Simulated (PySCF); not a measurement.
C3H4N2O, SMILES C1=NCN=CO1.

Geometry: PBE0-D3(BJ)/def2-SVP. The values are those of a single conformer.

Calculation: SMD-M06-2X/def2-SVP (PySCF).

Solvation free energies are E(SMD) − E(gas) at the gas-phase geometry, for 1 M in both phases. In vacuum the dipole moment is 0.99 D.

```json
[
 {"solvent": "water", "ΔG(solv) (kcal/mol)": "-9.6", "its non-electrostatic (CDS) part": "-2.4", "dipole (D)": "1.38"},
 {"solvent": "chlorobenzene", "ΔG(solv) (kcal/mol)": "-4.8", "its non-electrostatic (CDS) part": "0.0", "dipole (D)": "1.29"},
 {"solvent": "toluene", "ΔG(solv) (kcal/mol)": "-3.2", "its non-electrostatic (CDS) part": "-0.3", "dipole (D)": "1.16"}
]
```
